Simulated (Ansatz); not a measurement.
Ansatz (a first-principles code) input:

Ansatz 0.2 input:
```yaml
crystal:
  periodic: [false, false, false]
  atoms:
    - {symbol: Fe, position_ang: [0.45387583, -0.34970746, 0.25349515]}
    - {symbol: Cl, position_ang: [1.02643280, 0.72875388, -1.36574720]}
    - {symbol: Br, position_ang: [-1.55129730, -0.36880527, 1.12994366]}
basis:
  gaussian:
    orbitals: def2-TZVP
hamiltonian:
  xc: b3lyp
  dispersion: d3bj
magnetization: {spin_polarized: true, initial_magnetization: 4}
relax: {f_tol: 0.002, max_steps: 150}
```

Q: What final total energy does it print?

A: -4298.29039 Eh (B3LYP-D3(BJ)/def2-TZVP). The basis has 130 functions.

The spin state was set by rule; other spins were not relaxed.
